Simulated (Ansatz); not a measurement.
Molecule: sum formula ZnHS, net charge 0, doublet state. The spin state was set by rule; other spins were not relaxed. 
Structure (B3LYP-D3(BJ)/def2-TZVP (Ansatz, a program for electronic structure) minimum search):
```
S
H 1 1.3462
Zn 1 2.2848 2 91.44
```
Charge 0, spin multiplicity 2.

Quantity: atomisation energy (electronic, to ground-state atoms), in kcal/mol. Cores are frozen in the correlated levels unless marked. Open shells are spin-unrestricted. No spin-orbit coupling. Frozen are the shells of the preceding noble gas and the d and f shells that filled before the atom's block. No relativistic terms. FCI takes restricted orbitals. The coupled-cluster limit lacks core correlation, which all-electron functionals hold. CBS marks a two-point X^-3 extrapolation of the correlation energy; Hartree-Fock from the larger set. The bracket is a focal-point correction in the basis named.

```json
[
 {"level": "PBE-D4/def2-TZVPD", "program": "Ansatz + dftd4", "atomisation energy (kcal/mol)": "___"},
 {"level": "BLYP-D3(BJ)/def2-TZVPD", "program": "Ansatz + dftd3", "atomisation energy (kcal/mol)": "115.1"},
 {"level": "r2SCAN/def2-TZVPD", "program": "Ansatz", "atomisation energy (kcal/mol)": "124.1"},
 {"level": "B3LYP-D4/def2-TZVPD", "program": "Ansatz + dftd4", "atomisation energy (kcal/mol)": "116.4"},
 {"level": "PBE0/def2-TZVP", "program": "Ansatz", "atomisation energy (kcal/mol)": "___"},
 {"level": "r2SCANh-D4/def2-TZVPD", "program": "Ansatz + dftd4", "atomisation energy (kcal/mol)": "123.4"},
 {"level": "r2SCAN0-D4/def2-TZVPD", "program": "Ansatz + dftd4", "atomisation energy (kcal/mol)": "122.1"},
 {"level": "HSE06-D3(BJ)/def2-TZVPD", "program": "Ansatz + dftd3", "atomisation energy (kcal/mol)": "120.9"},
 {"level": "B2PLYP-D3(BJ)/def2-TZVPD", "program": "Ansatz + dftd3", "atomisation energy (kcal/mol)": "116.4"},
 {"level": "B2PLYP-D4/def2-TZVPD", "program": "Ansatz + dftd4", "atomisation energy (kcal/mol)": "116.0"},
 {"level": "PBE-QIDH/def2-TZVPD", "program": "Ansatz", "atomisation energy (kcal/mol)": "___"},
 {"level": "SCS-MP2/6-31G*", "program": "Ansatz", "atomisation energy (kcal/mol)": "99.3"},
 {"level": "FCI/STO-3G", "program": "Ansatz", "atomisation energy (kcal/mol)": "171.0"},
 {"level": "RI-MP2/CBS(def2-TZVPPD,def2-QZVPPD)+[CCSD(T)-MP2]/def2-TZVPPD", "program": "Ansatz", "atomisation energy (kcal/mol)": "___"}
]
```

What belongs in the gaps?


- PBE-D4/def2-TZVPD, atomisation energy (kcal/mol): 121.6
- PBE0/def2-TZVP, atomisation energy (kcal/mol): 119.2
- PBE-QIDH/def2-TZVPD, atomisation energy (kcal/mol): 120.5
- RI-MP2/CBS(def2-TZVPPD,def2-QZVPPD)+[CCSD(T)-MP2]/def2-TZVPPD, atomisation energy (kcal/mol): 117.3
